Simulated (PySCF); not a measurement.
**Dipole response of Kr(2+) (krypton, charge +2)**

[Ar] 3d10 4s2 4p4, high-spin 3P determinant. Computed with PySCF 2.14 in aug-cc-pwCVDZ-PP with ECP10MDF (6s5p4d1f, 48 functions), with a scalar-relativistic core potential. Coupled (time-dependent) response in atomic units; α is the mean over directions. A double-zeta set is small for polarisabilities.

| method | mean α (bohr³) | α xx, yy, zz | C₆ (like pair) | S(−4) |
| --- | --- | --- | --- | --- |
| UHF | 7.442 | 7.407, 7.512, 7.407 | 36.68 | 10.54 |
| PBE | 7.577 | 7.468, 7.794, 7.468 | 37.46 | 10.99 |
| PBE0 | 7.501 | 7.416, 7.671, 7.416 | 36.98 | 10.72 |
| M06-2X | 7.526 | 7.457, 7.664, 7.457 | 36.61 | 11.12 |
| M06 | 7.380 | 7.268, 7.606, 7.268 | 35.81 | 10.57 |

S(−4) is the Cauchy moment in α(ω) = α(0) + S(−4) ω² + …

Spin-orbit coupling is absent.

α(iu) at UHF:

```
u (hartree)  α(iu) (bohr³)
          0          7.442
     0.0500          7.416
      0.100          7.338
      0.200          7.045
      0.300          6.610
      0.500          5.538
      0.750          4.238
       1.00          3.219
       1.50          1.952
       2.00          1.294
       3.00         0.7029
       5.00         0.3329
```

A single London oscillator, α(iu) = α/(1 + u²/ω²), gives C₆ = (3/4) ω α². Matching the computed C₆ needs ω = 4 × 36.68 / (3 × 7.442²) = 0.883 hartree.

For an ion, C₆ is the dispersion term alone; charge-induced terms of lower order in 1/R come first.

The components differ because the open shell of this determinant is not spherical; for a pure term their mean is the scalar polarisability.

Energies and moments cover only the electrons outside the core potential.
